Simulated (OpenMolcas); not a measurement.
## Mn2+: from CASSCF to CASPT2

```yaml
Program: OpenMolcas 26.06
Basis: ANO-RCC-VTZP [6s5p3d2f1g]
Scalar_Hamiltonian: DKH2, point nucleus
Active_space: 5 electrons in 6 orbitals (3d 4s)
State_averaging: 2S+1 = 6 even, 6 roots; 2S+1 = 4 even, 59 roots kept (CI in the orbitals of an earlier block); 2S+1 = 2 even, 97 roots kept (CI in the orbitals of an earlier block)
Spin-orbit_coupling: state interaction with AMFI integrals over the reference wave functions, term energies averaged over their components
```

Methods on the same reference wave functions:
A. CASSCF
B. SS-CASPT2, IPEA 0.25 Eh, imaginary shift 0.1 Eh (closed shells correlated: 3s 3p)
C. MS-CASPT2, IPEA 0.25 Eh, imaginary shift 0.1 Eh (closed shells correlated: 3s 3p)
D. XMS-CASPT2, IPEA 0.25 Eh, imaginary shift 0.1 Eh (closed shells correlated: 3s 3p)

Energies in cm⁻¹ above 3d⁵ ⁶S_5/2, the measured ground level; measured values from Corliss and Sugar, J. Phys. Chem. Ref. Data 6, 1253 (1977).

```
               Level      A      B      C      D  Measured
          3d⁵ ⁶S_5/2    0.0    0.0    0.0    0.0       0.0
          3d⁵ ⁴G_5/2  34220  27260  27260  28560          
          3d⁵ ⁴G_7/2  34235  27280  27280  28580     26860
         3d⁵ ⁴G_11/2  34239  27290  27280  28590          
          3d⁵ ⁴G_9/2  34244  27290  27290  28590          
          3d⁵ ⁴P_5/2  39384  29740  29740  30980     29168
          3d⁵ ⁴P_3/2  39426  29790  29790  31030          
          3d⁵ ⁴P_1/2  39476  29850  29850  31090          
          3d⁵ ⁴D_7/2  42603  32480  32480  33670     32307
          3d⁵ ⁴D_1/2  42652  32540  32540  33730     32369
          3d⁵ ⁴D_3/2  42690  32580  32580  33780          
          3d⁵ ⁴D_5/2  42699  32590  32590  33790     32384
         3d⁵ ²I_11/2  48778  40240  40240  42590     39174
         3d⁵ ²I_13/2  48815  40290  40290  42640     39176
       3d⁴ 4s ⁶D_1/2  51307  61740  61740  62940     62457
       3d⁴ 4s ⁶D_3/2  51421  61850  61850  63050     62568
       3d⁴ 4s ⁶D_5/2  51607  62040  62040  63240     62748
       3d⁴ 4s ⁶D_7/2  51860  62290  62290  63490     62989
       3d⁴ 4s ⁶D_9/2  52174  62610  62610  63800     63285
3d⁵ ²D_5/2(1) [73 %]  54980  41980  41980  44400     41238
       3d⁵ ²D_3/2(1)  55416  42350  42350  44670     41570
       3d⁵ ²F_7/2(1)  56467  43610  43610  46060          
          3d⁵ ⁴F_9/2  57389  44070  44070  45490     43573
          3d⁵ ⁴F_7/2  57419  44100  44100  45500
```

Deviations, from unrounded energies. A percentage is the sum of absolute deviations over the sum of measured energies, with the sign that they share, or ± where signs differ.

| Against measurement | Levels | A | B | C | D |
| --- | --- | --- | --- | --- | --- |
| mean absolute deviation (cm-1) | 15 | 11000 | 620 | 620 | 1700 |
| other terms of the ground configuration (%) | 10 | +30.5 | +1.6 | +1.6 | +6.3 |
| other configurations (%) | 5 | -17.7 | -1.1 | -1.1 | +0.8 |

B, C lie about equally close to measurement and A furthest from it. The largest miss of C in the table is 3d⁵ ²I_13/2, by +1100 cm-1. The ranking rests on the paired levels alone, and a cruder setting can come out closer through cancelling errors.

Among B to D the level of the table that moves most is 3d⁵ ²F_7/2(1), by 2500 cm-1 (lowest in C, highest in D). Moves below CASPT2's spread within the term are not significant.

The mean deviations of B to D differ by less than CASPT2's widest spread within a term (1400 cm-1), so their order carries little weight.

From A to B the spin-free energies of the other terms of 3d⁵ shown, above ⁶S, scale by factors of 0.76 to 0.83, as is usual when dynamic correlation screens the repulsion within a d or f shell.

The lowest spin-free term lies below A's lowest term by 0.450 hartree in B, 0.450 hartree in C, 0.464 hartree in D.

CASPT2 breaks the degeneracy within a term, and the mean is taken; among the terms shown or strongly mixed into the levels shown the widest spread is 1400 cm-1 (3d⁵ ²I, D). Over all roots computed the reference weight is 0.87 to 0.95 in B, 0.87 to 0.95 in C, 0.89 to 0.94 in D; the roots of lowest weight are the least certain, and an intruder state may touch them. Terms from blocks run as CI alone lack orbitals of their own. A single d shell beside an s shell can misplace configurations of different d count against each other. Without dynamic correlation excited terms often stand tens of per cent too high (terms of higher spin than the ground term too low), and those without a measured partner can miss by more than the paired ones (holds for A). Blocks of more than 70 roots (2S+1 = 2 even) ran without multistate coupling (holds for C). The CASPT2 spread within a term exceeds the gap to the next term for 3d⁵ ²D(1) and 3d⁵ ⁴F, 3d⁵ ⁴F and 3d⁵ ²F(1), so the order of their levels is uncertain, and so are names and mixing where such terms share a J (holds for D). Computed and measured levels are paired by configuration, term and J; levels that our copy of the source lacks, or whose pairing is in doubt (as where it misses far off the trend of its configuration), stay unpaired and out of the deviations. Only configurations of the active space appear. The table leaves out levels that lie high or whose names do not pair safely across all columns.

A share in square brackets marks a mixed level and gives the weight of the term that names it, the lowest over the columns. A number in round brackets counts repeated terms of one configuration in the order of the reference energies.
